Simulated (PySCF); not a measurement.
Coordinates in bohr (charge 0 multiplicity 3):
```
Zr    0.4798   -0.1353   -0.2679
H     3.6173    0.3090    1.3459
O    -2.6969    0.6598    1.2505
H    -3.6247    1.2781    2.6714
```

Method: UPBE0 in PySCF with Zr def2-TZVP with ECP28, H def2-TZVP, O def2-TZVP; scalar-relativistic core potentials, no spin–orbit coupling; density-fitted integrals.

This geometry of HZr(OH) is a stationary point at this level.

Problem. What is the point group?

Solution. Cs.

Problem. Is it a minimum?

Solution. Yes: all harmonic wavenumbers are real.

Problem. Which band is strongest in the infrared?

Solution. 1595 cm⁻¹ (a'), 375 km/mol.

Problem. What is the atomisation energy, with and without zero-point energy?

Solution. 1244 kJ/mol without, 1200 kJ/mol with.

Other isomers or separated fragments may lie lower. Other spin states or occupations of the open shell can lie lower.
